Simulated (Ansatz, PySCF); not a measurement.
This PySCF input computes a r2SCAN/def2-TZVPD energy:

```python
from pyscf import gto, scf, dft

mol = gto.M(
    atom='''
    B     0.04069829    0.02907662    0.00308599
    C     1.56291552   -0.19361388    0.01774621
    C    -0.97308882   -1.17918095   -0.11100501
    N    -0.44537804    1.34819634    0.09438336
    H     2.01403936   -1.17790907   -0.04853121
    H     2.28411430    0.61566780    0.09504411
    H    -2.02328967   -0.87676925   -0.10967778
    H    -0.79503337   -1.75066455   -1.02744769
    H    -0.83139579   -1.88458473    0.71391501
    H    -1.42607739    1.57380587    0.09125539
    H     0.15283719    2.15446542    0.16888148
    ''',
    basis='def2-tzvpd',
    charge=0,
    spin=1,
    verbose=4,
)

mf = dft.UKS(mol, xc='r2scan').density_fit(auxbasis='def2-universal-jkfit')
mf.grids.level = 4
mf.conv_tol = 1e-9
mf.max_cycle = 100
mf.max_memory = 1500
mf.kernel()
if not mf.converged:
    mf = mf.newton()
    mf.kernel(mf.make_rdm1())
for _ in range(2):
    mo, _, stable, _ = mf.stability(return_status=True)
    if stable:
        break
    mf.kernel(mf.make_rdm1(mo, mf.mo_occ))
mf.analyze()
```

Question: Write an input for the same energy in Ansatz (a first-principles code) and say what it gives.

Answer: 
Ansatz 0.2 input:
```yaml
crystal:
  periodic: [false, false, false]
  atoms:
    - {symbol: B, position_ang: [0.04069829, 0.02907662, 0.00308599]}
    - {symbol: C, position_ang: [1.56291552, -0.19361388, 0.01774621]}
    - {symbol: C, position_ang: [-0.97308882, -1.17918095, -0.11100501]}
    - {symbol: N, position_ang: [-0.44537804, 1.34819634, 0.09438336]}
    - {symbol: H, position_ang: [2.01403936, -1.17790907, -0.04853121]}
    - {symbol: H, position_ang: [2.28411430, 0.61566780, 0.09504411]}
    - {symbol: H, position_ang: [-2.02328967, -0.87676925, -0.10967778]}
    - {symbol: H, position_ang: [-0.79503337, -1.75066455, -1.02744769]}
    - {symbol: H, position_ang: [-0.83139579, -1.88458473, 0.71391501]}
    - {symbol: H, position_ang: [-1.42607739, 1.57380587, 0.09125539]}
    - {symbol: H, position_ang: [0.15283719, 2.15446542, 0.16888148]}
basis:
  gaussian:
    orbitals: def2-TZVPD
hamiltonian:
  xc: {name: r2SCAN}
magnetization: {spin_polarized: true, initial_magnetization: 1}
output: {forces: true}
```
It gives -159.99720 Eh, and PySCF -159.99730 Eh, a difference of 0.10 mEh, from the treatment of integrals and grids.

It need not be the lowest isomer of its formula.
